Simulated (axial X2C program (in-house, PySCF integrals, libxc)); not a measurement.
**GeH⁻: cheaper levels and CCSD(T), 2c**

Calculated with an in-house relativistic program for diatomic molecules. Two-component (2c) means X2C with spin–orbit coupling and atomic mean-field two-electron Coulomb and Gaunt terms. Basis: Ge dyall-acv3z [10s10p8d5f1g], H dyall-av3z [7s3p2d] (cores contracted in-house); Gaussian nuclei, density fitting, unrestricted open shells. Masses: Ge 73.921 u, H 1.008 u.

State: Ω = 1 (⟨Sz⟩ = 1.00, ⟨Lz⟩ = 0.00 at HF); fragments Ge- + H.

```csv
level,Re (Å),ωe (cm⁻¹),De (eV)
PBE0,1.624,1705.4,2.74
HF,1.616,1758.7,1.86
MP2,1.621,1747.4,2.56
CCSD,1.631,1694.3,2.73
M06,1.633,1654.1,2.94
```

Correlated methods: 6 electrons correlated (number of frozen shells: Ge 3 s, 2 p, 1 d; H none), 216 virtual spin orbitals or spinors in MP2, 90 natural virtuals in coupled cluster.

CCSD(T), same Hamiltonian and basis:

Re = 1.634 Å, ωe = 1681.5 cm⁻¹, De = 2.75 eV; T1 = 0.016 (Lee–Taylor normalisation).

(1) Give the differences from CCSD(T) in the columns below.

One determinant describes the state; a PBE0 search over occupations chose it and may have missed a lower one. Dissociation energies refer to the lowest single-determinant-based atoms at the same level and basis. Density functionals use the spin component along the axis (collinear). CCSD and (T) use frozen natural virtuals with an MP2 correction for the truncation; (T) itself is uncorrected, so its De runs slightly low. Other states lie close and PBE0, whose exact exchange favours high spin, may order them wrongly; the determinant shown need not be the ground state. The nearest other 2c determinant of the search, Ω = 0, lies 0.60 eV up at the distance of the search. The functionals have no current-density term, which raises determinants with orbital currents, atoms included. With several unpaired electrons one determinant need not be a pure state. Open-shell Ω = 0 determinants with evenly filled partner blocks cannot be reached by this program, so the Ω shown need not be the lowest component. This is the Ω = 1 component of a π² triplet; the 0⁺ component is not one determinant and can lie lowest. The highest occupied level of some functionals is positive through self-interaction error; at Hartree–Fock it is bound. With the outer-core shells frozen, correlated bond lengths of heavy atoms tend to come out a few hundredths of an ångström too long. Hartree–Fock gets electron affinities wrong, so its lowest charge split need not be the true one.

Answers

(1) 

| level | ΔRe (Å) | Δωe (cm⁻¹) | ΔDe (eV) |
| --- | --- | --- | --- |
| PBE0 | -0.010 | 24 | -0.01 |
| HF | -0.018 | 77 | -0.89 |
| MP2 | -0.013 | 66 | -0.19 |
| CCSD | -0.003 | 13 | -0.02 |
| M06 | -0.001 | -27 | 0.19 |
